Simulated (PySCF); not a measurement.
SMILES SC[SiH2]S (B3LYP/def2-SVP optimised geometry):

```
10

S      1.953    -0.913     0.000
C      0.110    -0.913     0.000
Si    -0.625     0.837     0.000
S     -0.040     1.905    -1.779
H      2.116    -0.250     1.170
H     -0.174    -1.429    -0.931
H     -0.271    -1.519     0.838
H     -0.172     1.519     1.249
H     -2.116     0.797    -0.020
H      1.262     1.545    -1.646
```

Calculation: PySCF 2.14.0 with B3LYP/def2-TZVP.

What are the frontier orbital energies and the dipole moment?

HOMO-2 -8.94 eV, HOMO-1 -7.23 eV, HOMO -6.79 eV, LUMO -0.35 eV, LUMO+1 0.22 eV; dipole moment 1.57 D.

Meta-Löwdin charges at B3LYP/def2-TZVP: S1 -0.08, C2 -0.49, Si3 0.62, S4 -0.30, H5 0.09, H6 0.14, H7 0.13, H8 -0.11, H9 -0.10, H10 0.11.
